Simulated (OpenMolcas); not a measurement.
O⁵⁺: effect of the basis set

```
Program             : OpenMolcas
Method              : CASSCF
Active space        : 1 electron in 4 orbitals (2s 2p)
State averaging     : 2S+1 = 2 even, 1 root; 2S+1 = 2 odd, 3 roots
Spin-orbit coupling : state interaction with AMFI integrals over the reference wave functions, term energies averaged over their components
```

A. ANO-RCC-VDZP [3s2p1d], DKH2, point nucleus; cost of the order of 6 core-seconds
B. ANO-RCC-VTZP [4s3p2d1f], DKH2, point nucleus; cost about 6 core-seconds
C. ANO-L-VTZP [4s3p2d1f], non-relativistic, point nucleus; cost of the order of 6 core-seconds
D. ANO-R3 [4s4p2d1f], X2C, finite nucleus; cost of the order of 6 core-seconds
E. ANO-R2 [4s4p2d1f], X2C, finite nucleus; cost about 6 core-seconds
F. ANO-RCC-VQZP [5s4p3d2f1g], DKH2, point nucleus; cost about 10 core-seconds

Energies in cm-1 above 2s 2S 1/2, the measured ground level; measured values from Moore, Selected Tables of Atomic Spectra, NSRDS-NBS 3, section 8.

```json
{"Level": "2s 2S 1/2", "A": "0.0", "B": "0.0", "C": "0.0", "D": "0.0", "E": "0.0", "F": "0.0", "Measured": "0.0"}
{"Level": "2p 2P* 1/2", "A": "120497", "B": "97835", "C": "97065", "D": "97007", "E": "97007", "F": "97303", "Measured": "96375"}
{"Level": "2p 2P* 3/2", "A": "120844", "B": "98319", "C": "97547", "D": "97512", "E": "97512", "F": "97817", "Measured": "96908"}
```

Deviations, from unrounded energies. A percentage is the sum of absolute deviations over the sum of measured energies, with the sign that they share, or ± where signs differ.

```tsv
Against measurement	Levels	A	B	C	D	E	F
mean absolute deviation (cm-1)	2	24000	1400	660	620	620	920
other configurations (%)	2	+24.9	+1.5	+0.7	+0.6	+0.6	+1.0
```

D, E lie about equally close to measurement and A furthest from it. The largest miss of D in the table is 2p 2P* 1/2, by +630 cm-1. The ranking rests on the paired levels alone, and a cruder setting can come out closer through cancelling errors.

Among A to F the level of the table that moves most is 2p 2P* 1/2, by 23000 cm-1 (lowest in D, highest in A).

With one active electron the reference holds no correlation, so core polarisation is missing. The basis is small and was not contracted for so high a charge (holds for A). Measured partners are found by configuration, term and J. A level has none where our copy of the source lacks it or the pairing is in doubt (some pairs that miss far off the trend of their configuration count as doubtful), and it then counts in no deviation. Levels of configurations outside the active space are missing.

* marks odd parity.
